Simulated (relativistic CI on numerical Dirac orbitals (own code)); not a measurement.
# Charge states of rhodium

These numbers are calculated, not measured: Dirac-Coulomb-Breit CI, KLI orbitals optimised for each configuration, QED by a radiative potential, valence Slater integrals scaled by 0.9 (own radial code, finite nucleus).

Each species is treated in one configuration, given outside its closed core. Radial values are for the open shell of highest l, unscaled and averaged over j; ζ includes the Breit term. Labels give the leading LS character, summed over repeated terms.

| Ion | Configuration | Its lowest level | LS weight (%) | Next level | E (cm⁻¹) | ⟨r⟩ (bohr) | ⟨r²⟩ (bohr²) | g_J | g√(J(J+1)) |
| --- | --- | --- | --- | --- | --- | --- | --- | --- | --- |
| Rh | 4d8 5s | 4F_9/2 | 100 | 4F_7/2 | 1541.4 | 1.584 | 3.131 | 1.333 | 6.63 |
| Rh+ | 4d8 | 3F_4 | 100 | 3F_3 | 2245.2 | 1.533 | 2.856 | 1.249 | 5.59 |
| Rh2+ | 4d7 | 4F_9/2 | 98 | 4F_7/2 | 2012 | 1.44 | 2.467 | 1.329 | 6.61 |
| Rh3+ | 4d6 | 5D_4 | 98 | 5D_3 | 1508.3 | 1.368 | 2.197 | 1.496 | 6.69 |
| Rh4+ | 4d5 | 6S_5/2 | 99 | 4G_5/2 | 26746 | 1.309 | 1.994 | 1.997 | 5.91 |
| Rh5+ | 4d4 | 5D_0 | 96 | 5D_1 | 659.9 | 1.259 | 1.832 |  | 0.00 |
| Rh6+ | 4d3 | 4F_3/2 | 98 | 4F_5/2 | 1844.6 | 1.215 | 1.7 | 0.408 | 0.79 |
| Rh7+ | 4d2 | 3F_2 | 97 | 3F_3 | 3492.1 | 1.176 | 1.587 | 0.676 | 1.66 |
| Rh8+ | 4d | 2D_3/2 | 100 | 2D_5/2 | 5303.2 | 1.141 | 1.49 | 0.799 | 1.55 |
| Rh9+ | 3d10 4s2 4p6 | 1S_0 | 100 |  |  |  |  |  | 0.00 |
| Rh10+ | 3d10 4s2 4p5 | 2P°_3/2 | 100 | 2P°_1/2 | 39057 | 0.9677 | 1.057 | 1.333 | 2.58 |
| Rh11+ | 3d10 4s2 4p4 | 3P_2 | 85 | 3P_0 | 23130 | 0.9522 | 1.023 | 1.424 | 3.49 |
| Rh12+ | 3d10 4s2 4p3 | 4S°_3/2 | 73 | 2D°_3/2 | 36945 | 0.9374 | 0.9907 | 1.781 | 3.45 |
| Rh13+ | 3d10 4s2 4p2 | 3P_0 | 87 | 3P_1 | 30812 | 0.9232 | 0.9606 |  | 0.00 |
| Rh14+ | 3d10 4s2 4p | 2P°_1/2 | 100 | 2P°_3/2 | 45825 | 0.9097 | 0.9326 | 0.665 | 0.58 |
| Rh15+ | 3d10 4s2 | 1S_0 | 100 |  |  |  |  |  | 0.00 |
| Rh16+ | 3d10 4s | 2S_1/2 | 100 |  |  | 0.8481 | 0.8067 | 2.001 | 1.73 |
| Rh17+ | 3d10 | 1S_0 | 100 |  |  |  |  |  | 0.00 |
| Rh18+ | 3d9 | 2D_5/2 | 100 | 2D_3/2 | 40107 | 0.3534 | 0.1474 | 1.198 | 3.54 |
| Rh19+ | 3d8 | 3F_4 | 97 | J = 2 (mixed) | 33411 | 0.3476 | 0.1422 | 1.240 | 5.55 |
| Rh20+ | 3d7 | 4F_9/2 | 87 | 4F_7/2 | 33651 | 0.342 | 0.1373 | 1.302 | 6.47 |
| Rh21+ | 3d6 | 5D_4 | 85 | 5D_3 | 25220 | 0.3366 | 0.1327 | 1.456 | 6.51 |
| Rh22+ | 3d5 | ? | ? | ? | ? | ? | ? | ? | ? |
| Rh23+ | 3d4 | 5D_0 | 67 | 5D_1 | 19154 | 0.3264 | 0.1243 |  | 0.00 |

(1) Fill in the row of Rh22+.

With one configuration, terms of near-neutral atoms and ions can be 10 to 25 % off, and close levels can change places.

Answers

(1) Its lowest level 6S_5/2; LS weight (%) 88; Next level J = 5/2 (mixed); E (cm⁻¹) 82841; ⟨r⟩ (bohr) 0.3314; ⟨r²⟩ (bohr²) 0.1284; g_J 1.945; g√(J(J+1)) 5.75.
